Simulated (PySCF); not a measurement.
A species of formula C6H7NO has this rotational fingerprint, computed with wB97X-D/def2-SVPD in PySCF (dipole) on a GFN2-xTB geometry, gas phase:

* Rotational constants: A = 5235, B = 1676, C = 1280 MHz
* Dipole components: |μa| = 0.76 D, |μb| = 0.21 D, |μc| = 0.00 D
* Inertial defect: -3.17 u·Å²
* κ: -0.80

**Question.** Which candidate fits, each taken in the one conformer that was computed?
A. `[CH3:1][O:2][C@@:3]1([C:4]#[N:5])[CH:6]=[CH:7][CH2:8]1` with C1–O2–C3–C4 -63°
B. `[CH3:1][O:2][c:3]1[cH:4][cH:5][cH:6][cH:7][n:8]1` with C1–O2–C3–C4 180°
C. `[CH:1]#[C:2][C:3]1([C:4]([NH2:5])=[O:6])[CH2:7][CH2:8]1` with C2–C3–C4–N5 0°, C3–C4–N5–H 180° and 0°
D. `[CH2:1]=[C:2]=[C:3]=[CH:4][C:5](=[O:6])[NH:7][CH3:8]` with C3–C4–C5–O6 179°, C4–C5–N7–C8 180°

**Answer.** B. It is COc1ccccn1, an asymmetric top, point group Cs. The candidates at the same level (rigid rotor, commonest isotopes):

```json
{"SMILES": "COc1ccccn1", "A (MHz)": "5235", "B (MHz)": "1676", "C (MHz)": "1280", "μa (D)": "0.76", "μb (D)": "0.21", "μc (D)": "0.00", "Δ (u·Å²)": "-3.17", "point group": "Cs", "rotor": "asymmetric top"}
{"SMILES": "C=C=C=CC(=O)NC", "A (MHz)": "4291", "B (MHz)": "1080", "C (MHz)": "867.9", "μa (D)": "3.43", "μb (D)": "3.05", "μc (D)": "0.04", "Δ (u·Å²)": "-3.20", "point group": "–", "rotor": "asymmetric top"}
{"SMILES": "CO[C@@]1(C#N)C=CC1", "A (MHz)": "2722", "B (MHz)": "2159", "C (MHz)": "1528", "μa (D)": "1.99", "μb (D)": "2.82", "μc (D)": "0.74", "Δ (u·Å²)": "-88.96", "point group": "C1", "rotor": "asymmetric top"}
{"SMILES": "C#CC1(C(N)=O)CC1", "A (MHz)": "2856", "B (MHz)": "2138", "C (MHz)": "1351", "μa (D)": "2.76", "μb (D)": "1.34", "μc (D)": "0.00", "Δ (u·Å²)": "-39.18", "point group": "Cs", "rotor": "asymmetric top"}
```

`CO[C@@]1(C#N)C=CC1` has A 48 % too low; `C=C=C=CC(=O)NC` has B 36 % too low; `C#CC1(C(N)=O)CC1` has A 45 % too low. In the right answer the mirror of this Cs structure is the ab plane, so μc vanishes by symmetry. No structure here is proved a minimum.
